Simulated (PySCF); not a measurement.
# C₆ coefficients of unlike pairs at PBE0

Calculated with PySCF 2.14 from the dipole response of each species, C₆(A,B) = (3/π) ∫ α_A(iu) α_B(iu) du, in atomic units, from isotropic polarisabilities. For ions this is the dispersion term alone; charge-induced terms of lower order in 1/R come first.

| species | configuration | basis | relativity | α (bohr³) | C₆ (like pair) |
| --- | --- | --- | --- | --- | --- |
| Ge²⁺ | [Ar] 3d10 4s2 (1S) | aug-cc-pwCVDZ-PP with ECP10MDF (6s5p4d1f) | core potential | 10.63 | 40.18 |
| B³⁺ | 1s2 (1S) | aug-cc-pCVTZ-DK with one added diffuse shell each of s, p, d, f type (8s7p5d3f) | spin-free X2C | 0.01914 | 0.002473 |
| Ag⁺ | [Kr] 4d10 (1S) | def2-TZVPPD with the def2 core potential (28 electrons) (6s4p3d2f1g) | core potential | 7.775 | 36.64 |
| In³⁺ | [Kr] 4d10 (1S) | aug-cc-pVQZ-PP with ECP28MDF (7s7p5d3f2g) | core potential | 3.021 | 10.65 |

**Question.** Estimate C₆ for B³⁺ with Ge²⁺.

**Answer.** The integral gives 0.1655. The combination rule 2 C_A C_B / (C_A α_B/α_A + C_B α_A/α_B) gives 0.1375 and the geometric mean 0.3152.

No spin-orbit coupling is included.

The other pairs:

```csv
pair,C₆
"In³⁺, Ag⁺",19.40
"Ag⁺, Ge²⁺",36.40
"In³⁺, B³⁺",0.1201
"Ag⁺, B³⁺",0.2082
"In³⁺, Ge²⁺",18.12
```
